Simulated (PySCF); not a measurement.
Spectrum to structure. The calculation used PySCF, TDDFT CAM-B3LYP/def2-SVPD, vertical, gas phase, core orbitals frozen in the response. Geometries: PBE0-D3(BJ)/def2-SVP, one conformer each.

```tsv
state	E (eV)	f	main configurations (H = HOMO, L = LUMO)
S1	5.18	0.097	H→L (94%)
S2	5.35	0.0065	H→L+1 (62%), H→L+3 (10%)
S3	5.62	0.0024	H→L+2 (79%)
S4	5.86	0.054	H-1→L (84%), H→L+6 (9%)
S5	6.04	0.0031	H→L+4 (64%), H→L+1 (11%), H→L+5 (8%)
S6	6.17	0.0082	H→L+3 (70%)
S7	6.39	0.0032	H-1→L+2 (52%), H-1→L+4 (21%)
S8	6.52	0.359	H→L+6 (78%), H-1→L (10%)
S9	6.71	0.0009	H→L+5 (26%), H→L+7 (26%), H→L+8 (24%)
S10	6.88	0.0001	H-1→L+3 (55%), H-1→L+1 (15%)
```

Orbital energies (eV): HOMO-3 -10.33, HOMO-2 -9.90, HOMO-1 -8.53, HOMO -7.60, LUMO 0.38, LUMO+1 0.78, LUMO+2 0.95.

Question: Which structure fits?
A. `CC#CC#CC`
B. `C12C3C1C1C2C31`
C. `C#C[C@H]1CCSSC1`
D. `[SiH3]SC1=CSC=C1`

Answer: D. Its S1 lies at 5.18 eV; the nearest of the others has S1 at 4.68 eV. S1 is HOMO→LUMO (94%). Löwdin shares by element: HOMO sulfur 52%, carbon 30% or more (atoms not listed hold the other 18%); LUMO carbon 54% or more, sulfur 22% or more (atoms not listed hold the other 25%). At the same level the other candidates give, for their lowest levels:
- `C12C3C1C1C2C31`: 6.72 eV (f 0.000 summed over 2 states); 6.76 eV (f 0.000 summed over 2 states); 7.05 eV (f 0.000); 7.13 eV (f 0.001 summed over 3 states) [of 10 roots; the last level is left out, as the window may have cut its degenerate partner]; T1 6.44 eV; HOMO -7.97, LUMO 1.72 eV
- `C#C[C@H]1CCSSC1`: 4.21 eV (f 0.006); 5.20 eV (f 0.001); 5.74 eV (f 0.000); 6.30 eV (f 0.010); 6.37 eV (f 0.020); HOMO -7.78, LUMO 0.24 eV
- `CC#CC#CC`: 4.68 eV (f 0.000); 4.88 eV (f 0.002 summed over 2 states); 6.45 eV (f 0.000 summed over 2 states); 6.94 eV (f 0.004 summed over 2 states); 7.22 eV (f 0.000); T1 3.82 eV; HOMO -7.94, LUMO 0.95 eV

Shape of the structure used: `[SiH3:1][S:2][c:3]1[cH:4][cH:5][s:6][cH:7]1`: Si1–S2–C3–C4 -178°.
Triplets come from the Tamm–Dancoff approximation.
